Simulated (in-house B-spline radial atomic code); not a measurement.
## RPA and G0W0 on SCAN: the germanium ion Ge⁴⁺

Configuration [Ar] 3d10, mean-field start SCAN. Computed with an all-electron radial atomic-structure program (B-spline basis): all electrons, non-relativistic, point nucleus, each spin shell either full or empty, empty states to l = 9 with an (l + 1/2)⁻⁴ tail; G0W0 by contour deformation at full frequency.

Command:
```bash
python run_gw.py task.json out
```
Settings (radii: box in bohr, nucleus in fm):
```
Z                        32
electrons                28
configuration            [Ar] 3d10
hamiltonian              nr
method                   scan,scan
lmax                     9
spin_polarised           False
box_radius               11.96
intervals                50
```

Time taken, with all properties: 1.9 s on 1 thread of Arm Neoverse N1, on a shared host.

Energies (hartree):

```tsv
term	value
mean-field total	-2073.34072
Hartree-Fock functional on these orbitals	-2071.73478
direct second order	-2.4321
second-order exchange	0.70067
SOSEX correction	0.64216
```

What is the RPA correlation energy, and what remains with SOSEX?

RPA gives -2.0885 hartree (-2.03 eV per electron); RPA + SOSEX gives -1.4463, and the second-order doubles -1.7314 hartree (no singles). SOSEX takes back 31 % of the RPA value.

Quasi-particle levels (eV):

| level | occupied | mean field | Σx - vxc | Σc | QP weight | G0W0 |
| --- | --- | --- | --- | --- | --- | --- |
| 3d | yes | -79.12 | -14.46 | ? | ? | ? |
| 4s | no | -50.12 | 6.49 | -1.39 | 0.988 | -45.03 |

G0W0 = mean field + (Σx - vxc) + Σc, with Σc (partial-wave tail included) taken at the quasi-particle energy. Only the outer levels were computed. Levels of low weight are left out.

Where does G0W0 put 3d?

At -91.05 eV, with Σc = 2.53 eV and a quasi-particle weight of 0.941. The tabulated removal energy is 90.5 ± 0.019 eV (NIST, measured); the calculation leaves out relativity, Breit and QED terms, and what these don't explain is the method's own error.
